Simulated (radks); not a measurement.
Gd39+, 25 electrons, occupied as [Ar] 3d7. Method: Dirac Kohn-Sham, relativistic LDA (MacDonald-Vosko exchange, VWN5 correlation), spin-unpolarised, spherical densities, finite nucleus; open shells fill j = l - 1/2 first; Fermi nuclear charge, rms radius 5.1569 fm; computed with a radial shooting solver on a logarithmic mesh with Libxc functionals.

Spin-orbit splittings of the eigenvalues, e(l+1/2) - e(l-1/2), with zeta = 2 splitting/(2l+1) and mean radii in bohr:

shell  occ.  splitting (eV)  zeta (eV)  <r> j=l-1/2  <r> j=l+1/2
2p        6           693.6      462.4      0.07735      0.08407
3p        6               ?          ?       0.2243       0.2357
3d        7           35.58      14.23       0.2061       0.2096

Estimate the 3p splitting.

Answer. 156.3 eV (zeta = 104.2 eV).
